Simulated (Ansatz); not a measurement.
Z-matrix (Å, degrees):
```
Ge
Al 1 2.648
C 1 1.912 2 49.5
H 1 1.538 2 128.1 3 -102.8
H 1 1.533 2 114.8 3 104.3
H 1 1.650 2 46.9 3 -167.4
Si 2 2.327 1 78.2 3 45.9
H 2 1.577 1 121.4 3 -127.5
H 3 1.086 1 115.4 2 141.0
H 7 1.492 2 132.4 1 58.4
H 7 1.488 2 116.1 1 -140.0
```

The species carries charge 0 and has multiplicity 1. The bonds changed during the relaxation, so this is another structure than the one it started from.

(1) List the ωB97M-V/def2-TZVPP orbital energies in eV (Ansatz 0.2.0). (Estimate.)

Results:

(1) The calculation gave: Occupied: -10867.08, -1806.47, -1532.10, -1362.91, -1210.67, -1210.62, -1210.60, -281.01, -174.70, -147.56, -124.03, -123.91, -123.88, -116.69, -101.67, -101.66, -101.65, -76.32, -76.22, -76.16, -36.82, -36.74, -36.71, -36.66, -36.65, -22.15, -18.22, -16.64, -14.81, -13.20, -12.45, -12.25, -11.74, -10.83, -9.42, -8.04. Lowest empty: 0.77, 1.01, 1.61, 2.02, 2.55, 2.87, 3.09, 3.35.
